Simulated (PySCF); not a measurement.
## From computed data to an observable: dipole moment from atomic charges

C₃Si, SMILES [C]1[c+]2[si-2][c+]21 (connectivity only; charge and spin as stated), neutral, multiplicity 1. Atoms are numbered in the order given.

```xyz
4

Si     0.0000     0.0000    -1.1790
C      0.0000    -0.7362     0.5065
C      0.0000     0.7362     0.5065
C      0.0000     0.0000     1.7381
```

Coordinates come from a r2SCAN-D4/def2-TZVP optimisation.

Charges (e) from ωB97X/def2-TZVPD in PySCF:

| atom | IAO | ESP fit |
|---|---|---|
| Si1 | 0.658 | 0.255 |
| C2 | -0.272 | 0.052 |
| C3 | -0.272 | 0.052 |
| C4 | -0.113 | -0.359 |

The dipole moment of the full density is 4.23 D.

### Question
What dipole moment does each set of point charges give, and which comes closer to that of the density?

### Answer

μ = Σ q r, and 1 e Å = 4.8032 D.
IAO: Σ q r = (0.000, 0.000, -1.248) e Å, |μ| = 5.99 D.
ESP fit: Σ q r = (0.000, 0.000, -0.872) e Å, |μ| = 4.19 D.
ESP fit comes closer in size. Point charges leave out the atoms' own dipoles (lone pairs, polarised bonds); fits to the potential absorb them, partitions of the density don't.
